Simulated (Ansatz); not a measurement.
# A family of molecules: the dipole moment

One atom is swapped for its congeners: AlH(CH3)2(SH2); GaH(CH3)2(SH2); InH(CH3)2(SH2). All are singlets with charge 0.

Shapes, held fixed at every level: PBE0-D4/def2-TZVP. Flexible molecules stand in one conformer, not always the lowest. Programs: Ansatz 0.2.0. Values in D.

```csv
level,AlH(CH3)2(SH2),GaH(CH3)2(SH2),InH(CH3)2(SH2)
PBE-D4/def2-TZVPP,3.25,2.79,2.58
r2SCAN-D4/def2-TZVPP,3.34,2.85,2.61
B3LYP-D4/def2-TZVPP,3.29,2.79,2.55
wB97M-V/def2-TZVPP,3.30,2.77,2.51
```

At wB97M-V/def2-TZVPP the dipole moment falls at every step, from 3.30 to 2.51 D. Every level shows the same order. For atoms past krypton def2 sets carry core potentials with scalar relativity. Relativity is left out for Ga unless named.
